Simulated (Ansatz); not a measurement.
A structure relaxed at PBE-D4/def2-SVP in Ansatz, charge 3, sextet:

```
atom   x (Å)   y (Å)   z (Å)
 Sm1   0.001   0.001   0.001
  N2  -2.319  -0.136  -1.169
  H3  -2.346  -0.694  -2.043
  H4  -2.699   0.785  -1.463
  H5  -3.089  -0.542  -0.605
  N6   2.311   0.137   1.189
  H7   2.344   0.736   2.036
  H8   3.096   0.496   0.614
  H9   2.665  -0.777   1.531
 N10   1.163  -0.444  -2.242
 H11   1.296  -1.448  -2.468
 H12   2.116  -0.043  -2.323
 H13   0.663  -0.067  -3.069
 N14  -1.147   0.444   2.251
 H15  -0.708  -0.036   3.060
 H16  -2.141   0.150   2.297
 H17  -1.170   1.441   2.536
 N18  -0.385  -2.553   0.321
 H19  -1.044  -3.002  -0.342
 H20  -0.763  -2.821   1.249
 H21   0.471  -3.135   0.238
 N22   0.378   2.552  -0.349
 H23   1.125   2.988   0.223
 H24  -0.451   3.145  -0.151
 H25   0.633   2.821  -1.318
```

Question: Give its formula, name or SMILES.

Answer: [Sm(NH3)6]3+ (SmN₆H₁₈³⁺).

Question: Summarise the bond lengths by kind (pairs closer than 1.2 times the sum of covalent radii, bridged metal pairs left out).

Answer: 6 × N–Sm 2.56 to 2.60 Å; 18 × H–N 1.04 Å. The metal has 6 neighbours: N 2.60 Å, N 2.60 Å, N 2.56 Å, N 2.56 Å, N 2.60 Å, N 2.60 Å.

In the def2 sets Sm takes a core potential; there is no spin–orbit coupling. With an open 4f shell the SCF may have ended on a state above the lowest. The charge 3 sextet is spin-contaminated (final ⟨S²⟩ up to 8.87, 8.75 for a pure state).
